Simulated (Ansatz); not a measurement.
Input for Ansatz (an electronic-structure program): R-CCSD(T)/def2-TZVPP on H5N2O2Ta (SMILES [NH2][Ta]([NH2])(=[O])[OH]), atoms moved off the minimum. Elements past Kr take the def2 small-core potentials; no spin–orbit coupling.

Ansatz 0.2 input:
```yaml
crystal:
  periodic: [false, false, false]
  atoms:
    - {symbol: Ta, position_ang: [0.03036368, 0.10440812, 0.02247030]}
    - {symbol: O, position_ang: [1.28794162, 0.78967434, -1.03611316]}
    - {symbol: O, position_ang: [0.99910983, -0.89198391, 1.39076436]}
    - {symbol: H, position_ang: [1.72516705, -1.05659362, 1.75758664]}
    - {symbol: N, position_ang: [-0.90321823, -1.19519955, -1.14736286]}
    - {symbol: H, position_ang: [-0.94586433, -1.54580250, -2.15164501]}
    - {symbol: H, position_ang: [-1.67235433, -1.85183704, -0.83320499]}
    - {symbol: N, position_ang: [-1.04953989, 1.55363684, 0.93342054]}
    - {symbol: H, position_ang: [-1.04160770, 2.51449137, 0.51002872]}
    - {symbol: H, position_ang: [-1.93646003, 1.52463803, 1.45279953]}
basis:
  gaussian:
    orbitals: def2-TZVPP
magnetization: {spin_polarized: false}
correlation: {method: ccsd_t, electrons: outside_noble_gas}
scf: {lower_state_search: off}
output: {forces: true}
```

Output:

```
WARN ansatz: RAYON_NUM_THREADS=4 ignored (pool sized by the plan → 4); use --threads N
Functional definition: HF
these checks for a lower state are left out or cut short: starts, cluster_reference, orbital_swaps, neighbouring_geometries, increment
integrals: 1.54 GiB planned
1544 factors; integrals over basis functions are off by at most 1.0e-3 eV
mean field: 0.91 GiB planned
mean field evaluation 1: about -8646.6534 eV, gradient 8.1e1 eV
mean field evaluation 2: about -8646.8146 eV, gradient 8.1e1 eV
mean field evaluation 4: about -8658.1451 eV, gradient 1.7e1 eV
mean field evaluation 8: about -8658.7261 eV, gradient 1.1e0 eV
mean field -8658.72938280 eV, -318.2024357204 hartree, gradient 9.3e-6 eV, S^2 0.000000; 0 other end points of the search recorded, 0 dependent functions left out
8 core orbitals not correlated
reference -8658.72938280 eV, -318.2024357204 hartree; 16, 16 occupied and 226, 226 virtual orbitals, 1544 factors
densities: 5.97 GiB planned
second order -30.38048351 eV of doubles, -0.00000000 eV of singles
coupled cluster: 5.76 GiB planned
cycle   1  -28.65124214 eV  change     1.7e0 eV  update   2.3e-1
cycle   2  -29.69360120 eV  change    -1.0e0 eV  update   1.3e-1
cycle   3  -29.96989096 eV  change   -2.8e-1 eV  update   3.8e-2
cycle   4  -29.99417460 eV  change   -2.4e-2 eV  update   1.5e-2
cycle   5  -29.97462684 eV  change    2.0e-2 eV  update   3.8e-3
cycle   6  -29.97653347 eV  change   -1.9e-3 eV  update   1.8e-3
cycle   7  -29.97645575 eV  change    7.8e-5 eV  update   6.4e-4
cycle   8  -29.97587409 eV  change    5.8e-4 eV  update   2.8e-4
cycle   9  -29.97603552 eV  change   -1.6e-4 eV  update   1.1e-4
cycle  10  -29.97612600 eV  change   -9.0e-5 eV  update   4.2e-5
cycle  11  -29.97604818 eV  change    7.8e-5 eV  update   1.8e-5
cycle  12  -29.97603296 eV  change    1.5e-5 eV  update   1.0e-5
cycle  13  -29.97605473 eV  change   -2.2e-5 eV  update   3.7e-6
perturbative correction -1.50196264 eV, -0.0551961091 hartree
the calculation of the forces begins
mean field evaluation 16: about -8658.4055 eV, gradient 1.9e0 eV
Total energy: -8690.20740017 eV, -319.3592315223 hartree
Atom 0 at     0.030364     0.104408     0.022470 Å, force     3.090642    -0.141637    -0.343285 eV/Å
Atom 1 at     1.287942     0.789674    -1.036113 Å, force    -1.841828    -0.272938     1.173826 eV/Å
Atom 2 at     0.999110    -0.891984     1.390764 Å, force   -10.249611     2.443954    -5.044689 eV/Å
Atom 3 at     1.725167    -1.056594     1.757587 Å, force     9.342704    -2.002969     4.503601 eV/Å
Atom 4 at    -0.903218    -1.195200    -1.147363 Å, force    -2.442198    -2.703884    -1.889188 eV/Å
Atom 5 at    -0.945864    -1.545802    -2.151645 Å, force     0.975447     1.392875     1.464369 eV/Å
Atom 6 at    -1.672354    -1.851837    -0.833205 Å, force     1.052160     1.223917     0.521400 eV/Å
Atom 7 at    -1.049540     1.553637     0.933421 Å, force    -0.849712     1.588031    -0.752891 eV/Å
Atom 8 at    -1.041608     2.514491     0.510029 Å, force     0.238073    -1.201964     0.595572 eV/Å
Atom 9 at    -1.936460     1.524638     1.452800 Å, force     0.684324    -0.325385    -0.228715 eV/Å
Dipole moment:    -0.672728    -0.237797     0.206267 e Å
Checks for a lower state left out: starts, cluster_reference, orbital_swaps, neighbouring_geometries, increment
```

Self-consistency was reached.

Cost: very roughly 70 core-minutes.
